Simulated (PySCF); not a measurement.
Electron correlation in Ga (gallium, neutral)

[Ar] 3d10 4s1 4p1 4d1, one real determinant (an excited configuration). Computed with PySCF 2.14 in aug-cc-pVQZ-PP with ECP10MDF, with a scalar-relativistic core potential. Frozen: 3s2 3p6 3d10; 3 electrons correlated.

| level | correlation energy (mhartree) |
| --- | --- |
| CCSD | -10.90 |
| (T) | -0.90 |
| CCSD(T) | -11.80 |

Diagnostics: T1 = 0.031, D1 = 0.0745, largest double amplitude 0.231.

The real determinant used has ⟨L²⟩ near 8 against 12 for a pure F term, so it mixes terms. The outer electron is Rydberg-like, and this basis confines it to a smaller radius and binds it less than a complete one would. T1 exceeds 0.03, a sign that the reference determinant is poor. A double-excitation amplitude exceeds 0.15, a sign of near-degeneracy.

Cost of the coupled-cluster step: of the order of 19 core-seconds, for 3 correlated electrons.

Iterations:

```
CC2 = 0
CCSD nocc = (np.int64(3), np.int64(0)), nmo = (80, 80)
frozen orbitals [[0, 1, 2, 3, 4, 5, 6, 7, 8], [0, 1, 2, 3, 4, 5, 6, 7, 8]]
max_cycle = 100
direct = 0
conv_tol = 1e-08
conv_tol_normt = 1e-06
diis_space = 8
diis_start_cycle = 0
Init t2, MP2 energy = -0.00591512882187047
Init E_corr(UCCSD) = -0.00591512882661762
cycle = 1  E_corr(UCCSD) = -0.00798918794278388  dE = -0.00207405912  norm(t1,t2) = 0.0348743
cycle = 2  E_corr(UCCSD) = -0.00888990857433626  dE = -0.000900720632  norm(t1,t2) = 0.0208903
cycle = 3  E_corr(UCCSD) = -0.00993120703595871  dE = -0.00104129846  norm(t1,t2) = 0.0140762
cycle = 4  E_corr(UCCSD) = -0.00992615166523722  dE = 5.05537072e-06  norm(t1,t2) = 0.00766926
cycle = 5  E_corr(UCCSD) = -0.0100842399642191  dE = -0.000158088299  norm(t1,t2) = 0.0067073
cycle = 6  E_corr(UCCSD) = -0.010199041169894  dE = -0.000114801206  norm(t1,t2) = 0.00609438
cycle = 7  E_corr(UCCSD) = -0.0107895505203383  dE = -0.00059050935  norm(t1,t2) = 0.00519555
cycle = 8  E_corr(UCCSD) = -0.0107748040615864  dE = 1.47464588e-05  norm(t1,t2) = 0.0023783
cycle = 9  E_corr(UCCSD) = -0.0109176926561699  dE = -0.000142888595  norm(t1,t2) = 0.000987362
cycle = 10  E_corr(UCCSD) = -0.010888418912989  dE = 2.92737432e-05  norm(t1,t2) = 0.000167478
cycle = 11  E_corr(UCCSD) = -0.0108994235170473  dE = -1.10046041e-05  norm(t1,t2) = 7.46318e-05
cycle = 12  E_corr(UCCSD) = -0.0108975451814594  dE = 1.87833559e-06  norm(t1,t2) = 1.14772e-05
cycle = 13  E_corr(UCCSD) = -0.010898200088162  dE = -6.54906703e-07  norm(t1,t2) = 4.03239e-06
cycle = 14  E_corr(UCCSD) = -0.0108980804986594  dE = 1.19589503e-07  norm(t1,t2) = 1.0578e-06
cycle = 15  E_corr(UCCSD) = -0.0108980752377677  dE = 5.26089175e-09  norm(t1,t2) = 9.23888e-08
UCCSD converged
E(UCCSD) = -257.9968393100116  E_corr = -0.01089807523776768
UCCSD(T) correction = -0.000896970051600334
```

The reference is one real determinant that mixes LS terms of this configuration.
